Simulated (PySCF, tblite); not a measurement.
# dichlorosilane and dinitrogen

A gas-phase complex of dichlorosilane and dinitrogen; neutral, singlet. The structure comes from a short search (6 tight-binding starts) and was relaxed by PBE0-D3(BJ)/def2-SVPD; another way of binding may lie lower. Frequencies by PBE0-D3(BJ)/def2-SVPD show no clear imaginary mode.

```
part            name      SMILES  atoms  charge  multiplicity
   1  dichlorosilane  Cl[SiH2]Cl    1–5       0             1
   2      dinitrogen         N#N    6–7       0             1
```

Coordinates in Å:
```
Si1     0.004    0.049    0.127
Cl2     1.171    1.347   -0.980
Cl3     1.228   -1.091    1.343
H4     -0.890    0.845    0.997
H5     -0.695   -0.864   -0.804
N6     -2.377    1.626   -1.532
N7     -3.064    2.300   -2.061
```

Contacts between parts, classed by geometry: Cl3–Si1···N6 3.303 Å (tetrel bond, 170°).

Interaction energies are complex less parts, with the parts frozen as they stand in it; counterpoise-corrected, in kcal/mol (PySCF).

(1) Give the interaction energy at each level run.

(2) What holds them together? Decompose the wB97M-D3(BJ)/def2-TZVPD energy: frozen parts, their antisymmetrised product, then relaxation.

The parts were also relaxed and run alone, at the levels used for the complex: shieldings by PBE0/pcSseg-2.

Values alone: Cl3–Si1 bond (Å): 2.065; shielding of Si1 (ppm): 340.0; shielding of N6 (ppm): -93.8; shielding of Cl3 (ppm): 889.2.

(3) What does binding change?

(4) What are the binding energy from relaxed parts (wB97M-D3(BJ)/def2-TZVPD), and ΔH and ΔG of association at 298.15 K and 1 atm?

## Answers

(1) 
| level | interaction | superposition error removed |
| --- | --- | --- |
| wB97M-D3(BJ)/def2-TZVPD | -1.10 | -0.12 |
| PBE0-D3(BJ)/def2-TZVPD | -1.19 | -0.13 |

(2) electrostatic -1.5, Pauli repulsion +2.0, orbital relaxation -0.7, dispersion correction -1.0 kcal/mol, which sum to the value before the counterpoise correction; the Pauli term holds the exchange-correlation of the frozen density too. Of the attraction, 48 % is electrostatic, 32 % is dispersion correction, 20 % is orbital relaxation.

(3) 
| property | alone | in the complex | change |
| --- | --- | --- | --- |
| Cl3–Si1 bond (Å) | 2.065 | 2.068 | +0.003 |
| shielding of Si1 (ppm) | 340.0 | 338.8 | -1.2 |
| shielding of N6 (ppm) | -93.8 | -90.2 | +3.6 |
| shielding of Cl3 (ppm) | 889.2 | 883.6 | -5.5 |

(4) -1.07 kcal/mol, -0.58 with zero-point energy; ΔH -0.1 and ΔG +6.6 kcal/mol, from harmonic vibrations by PBE0-D3(BJ)/def2-SVPD with low modes damped.
